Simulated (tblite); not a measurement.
Record of a relaxation.

C5H9BF2S.
Numbering: `[F:1][B:2]([F:3])[C@H:4]1[CH2:5][CH2:6][CH2:7][S:8][CH2:9]1` (hydrogens: H10 on C4; H11, H12 on C5; H13, H14 on C6; H15, H16 on C7; H17, H18 on C9)

Computed with GFN2-xTB (tblite), gas phase: L-BFGS steps from a force-field or distance-geometry start until the largest atomic force falls under 0.01 eV/Å. 7 of its 81 geometries are shown.

Step 0: E = -797.5244 eV, largest atomic force 3.731 eV/Å
```
atom  x, y, z in Å  |  force x, y, z in eV/Å
F1      2.114   -1.642    1.207   -0.814   3.515  -0.110
B2      1.731   -0.246    1.037    1.458  -1.314   3.045
F3      1.998    0.634    2.154   -0.435  -2.547  -2.692
C4      1.090    0.268   -0.304    1.637  -0.152   0.727
C5      0.154   -0.731   -0.905    0.656  -1.423  -2.004
C6     -1.077   -1.042   -0.117   -0.514  -1.196   0.023
C7     -1.942    0.134    0.202   -1.039   0.206   0.076
S8     -0.975    1.470    0.996   -0.190   0.261   0.807
C9      0.512    1.617   -0.051   -0.842   0.719  -0.972
H10     1.918    0.409   -1.027   -0.042  -0.098   0.115
H11     0.720   -1.695   -0.984   -0.293   0.560  -0.042
H12    -0.065   -0.460   -1.972   -0.184   0.046   0.842
H13    -1.653   -1.792   -0.702    0.059   0.369   0.299
H14    -0.791   -1.553    0.819    0.020   0.293  -0.161
H15    -2.430    0.592   -0.681    0.268  -0.363   0.277
H16    -2.754   -0.234    0.900    0.851   0.887  -0.507
H17     1.254    2.263    0.452   -0.739  -0.110  -0.240
H18     0.186    2.015   -1.033    0.143   0.347   0.517
```

Step 13: E = -798.5111 eV, largest atomic force 0.272 eV/Å
```
atom  x, y, z in Å  |  force x, y, z in eV/Å
F1      2.106   -1.554    1.264   -0.050   0.079   0.007
B2      1.754   -0.293    1.091    0.067  -0.036   0.110
F3      2.055    0.491    2.104    0.022  -0.093  -0.055
C4      1.127    0.241   -0.268   -0.161   0.084  -0.202
C5      0.186   -0.774   -0.945   -0.094  -0.137  -0.096
C6     -1.061   -1.076   -0.111   -0.043  -0.019   0.024
C7     -1.908    0.153    0.181   -0.019   0.030   0.026
S8     -0.979    1.460    1.042   -0.001  -0.020   0.052
C9      0.443    1.597   -0.087   -0.150   0.094   0.065
H10     1.959    0.401   -0.967    0.093  -0.006   0.003
H11     0.729   -1.710   -1.097    0.025   0.019   0.039
H12    -0.112   -0.419   -1.938    0.003   0.137   0.146
H13    -1.692   -1.792   -0.649    0.095   0.012   0.041
H14    -0.759   -1.537    0.834    0.032   0.049  -0.012
H15    -2.334    0.575   -0.733    0.071  -0.006   0.036
H16    -2.712   -0.089    0.878   -0.032  -0.029  -0.148
H17     1.101    2.303    0.418    0.050   0.009  -0.130
H18     0.089    2.030   -1.029    0.091  -0.166   0.093
```

Step 27: E = -798.5461 eV, largest atomic force 0.056 eV/Å
```
atom  x, y, z in Å  |  force x, y, z in eV/Å
F1      2.056   -1.582    1.271   -0.033   0.000  -0.015
B2      1.757   -0.310    1.097   -0.007   0.005  -0.013
F3      2.117    0.459    2.100    0.011   0.012  -0.022
C4      1.124    0.242   -0.261    0.003  -0.003   0.021
C5      0.178   -0.764   -0.942    0.047   0.024  -0.018
C6     -1.047   -1.077   -0.083    0.045  -0.004  -0.026
C7     -1.895    0.159    0.168    0.014  -0.010   0.000
S8     -0.971    1.426    1.093    0.002   0.014   0.008
C9      0.413    1.585   -0.077    0.015  -0.029   0.016
H10     1.968    0.412   -0.949   -0.041   0.000   0.009
H11     0.722   -1.687   -1.146    0.003  -0.018   0.026
H12    -0.149   -0.347   -1.898   -0.020  -0.012  -0.029
H13    -1.658   -1.825   -0.592   -0.014  -0.010   0.012
H14    -0.723   -1.495    0.873   -0.002   0.012   0.006
H15    -2.229    0.609   -0.768    0.003  -0.007  -0.015
H16    -2.764   -0.080    0.779   -0.019   0.016   0.010
H17     1.081    2.331    0.350   -0.018  -0.001   0.003
H18     0.013    1.951   -1.026    0.010   0.009   0.029
```

Step 40: E = -798.5498 eV, largest atomic force 0.029 eV/Å
```
atom  x, y, z in Å  |  force x, y, z in eV/Å
F1      1.991   -1.594    1.276   -0.010   0.002  -0.003
B2      1.753   -0.312    1.082    0.008   0.007   0.012
F3      2.163    0.459    2.064    0.026   0.010   0.004
C4      1.118    0.249   -0.268    0.003  -0.018   0.001
C5      0.183   -0.768   -0.946   -0.025  -0.012   0.009
C6     -1.038   -1.076   -0.080   -0.023   0.008   0.007
C7     -1.893    0.159    0.159    0.003   0.002   0.003
S8     -0.978    1.418    1.105   -0.016  -0.009  -0.014
C9      0.406    1.587   -0.063    0.007  -0.008   0.001
H10     1.953    0.433   -0.961    0.007   0.003  -0.002
H11     0.733   -1.693   -1.125    0.003   0.006  -0.011
H12    -0.145   -0.374   -1.911   -0.003   0.002   0.007
H13    -1.650   -1.838   -0.570    0.013   0.004  -0.002
H14    -0.706   -1.473    0.883   -0.016  -0.005  -0.015
H15    -2.207    0.612   -0.784    0.004  -0.012   0.017
H16    -2.774   -0.076    0.755    0.013  -0.005  -0.015
H17     1.076    2.325    0.375   -0.004   0.013  -0.006
H18     0.005    1.969   -1.004    0.010   0.010   0.004
```

Step 53: E = -798.5519 eV, largest atomic force 0.034 eV/Å
```
atom  x, y, z in Å  |  force x, y, z in eV/Å
F1      1.931   -1.593    1.307    0.002  -0.006   0.016
B2      1.765   -0.306    1.081    0.008  -0.005   0.011
F3      2.265    0.468    2.018    0.004   0.012  -0.005
C4      1.115    0.252   -0.263    0.008   0.004  -0.003
C5      0.180   -0.768   -0.938    0.009   0.009  -0.007
C6     -1.042   -1.083   -0.078    0.002  -0.004  -0.009
C7     -1.897    0.151    0.149   -0.007   0.008   0.005
S8     -0.992    1.412    1.100    0.012   0.029   0.014
C9      0.404    1.591   -0.055   -0.013  -0.016   0.006
H10     1.946    0.440   -0.959    0.011   0.003  -0.003
H11     0.737   -1.688   -1.123   -0.011   0.007  -0.007
H12    -0.153   -0.370   -1.900    0.013  -0.007  -0.009
H13    -1.646   -1.845   -0.576   -0.011  -0.012  -0.008
H14    -0.721   -1.482    0.886    0.009   0.003  -0.001
H15    -2.201    0.601   -0.798   -0.012   0.006  -0.006
H16    -2.784   -0.080    0.736   -0.012  -0.006   0.007
H17     1.070    2.326    0.398   -0.016  -0.021  -0.017
H18     0.014    1.983   -0.996    0.004  -0.005   0.018
```

Step 67: E = -798.5531 eV, largest atomic force 0.013 eV/Å
```
atom  x, y, z in Å  |  force x, y, z in eV/Å
F1      1.897   -1.587    1.355   -0.007  -0.001   0.003
B2      1.776   -0.303    1.084   -0.001   0.002  -0.006
F3      2.337    0.483    1.976   -0.004   0.007   0.001
C4      1.115    0.247   -0.258    0.003  -0.005   0.000
C5      0.181   -0.767   -0.941    0.000   0.002   0.003
C6     -1.046   -1.082   -0.087   -0.001   0.002  -0.001
C7     -1.905    0.150    0.144    0.001   0.001   0.004
S8     -1.000    1.407    1.103   -0.007  -0.008   0.008
C9      0.400    1.584   -0.046    0.005  -0.003  -0.003
H10     1.946    0.445   -0.953    0.002  -0.004   0.000
H11     0.733   -1.690   -1.127    0.005   0.005   0.001
H12    -0.143   -0.365   -1.905   -0.001  -0.002  -0.001
H13    -1.649   -1.844   -0.587    0.000   0.000  -0.004
H14    -0.725   -1.482    0.877   -0.003  -0.006  -0.004
H15    -2.212    0.604   -0.799    0.008   0.002   0.002
H16    -2.791   -0.088    0.731    0.001   0.002   0.006
H17     1.064    2.317    0.408    0.003   0.004  -0.004
H18     0.013    1.977   -0.988   -0.004   0.005  -0.003
```

Step 80: E = -798.5535 eV, largest atomic force 0.009 eV/Å
```
atom  x, y, z in Å  |  force x, y, z in eV/Å
F1      1.869   -1.576    1.383   -0.005  -0.002   0.002
B2      1.771   -0.296    1.088    0.003   0.002  -0.008
F3      2.348    0.498    1.963    0.001   0.001   0.008
C4      1.117    0.246   -0.261   -0.001  -0.007  -0.002
C5      0.183   -0.769   -0.944   -0.003  -0.002  -0.002
C6     -1.047   -1.085   -0.094   -0.001  -0.003   0.001
C7     -1.899    0.149    0.151    0.000   0.000   0.001
S8     -0.987    1.395    1.117    0.002   0.006  -0.002
C9      0.400    1.582   -0.047    0.007  -0.004  -0.004
H10     1.949    0.442   -0.955   -0.004   0.006   0.002
H11     0.736   -1.691   -1.129    0.002   0.001   0.002
H12    -0.139   -0.368   -1.909    0.000   0.004  -0.002
H13    -1.653   -1.837   -0.605   -0.003   0.000  -0.005
H14    -0.731   -1.501    0.865    0.003   0.003   0.004
H15    -2.206    0.614   -0.787    0.003   0.000  -0.003
H16    -2.785   -0.090    0.737    0.001  -0.006   0.006
H17     1.066    2.318    0.399   -0.002   0.003   0.001
H18     0.001    1.972   -0.984   -0.002  -0.001   0.000
```

Task: Summarise the path.

Result: The energy falls by 23.73 kcal/mol from step 0 to step 80; nine tenths of that is first reached at step 6. It falls at every step. The largest force goes from 3.731 to 0.009 eV/Å. Among the bonds F1–B2 changes most, from 1.457 to 1.317 Å; the atoms move by 0.180 Å rms after alignment.

The cost below is that of the whole relaxation. On one thread, Arm Neoverse N1 (aarch64) (shared host), this took 0.96 s of wall time.
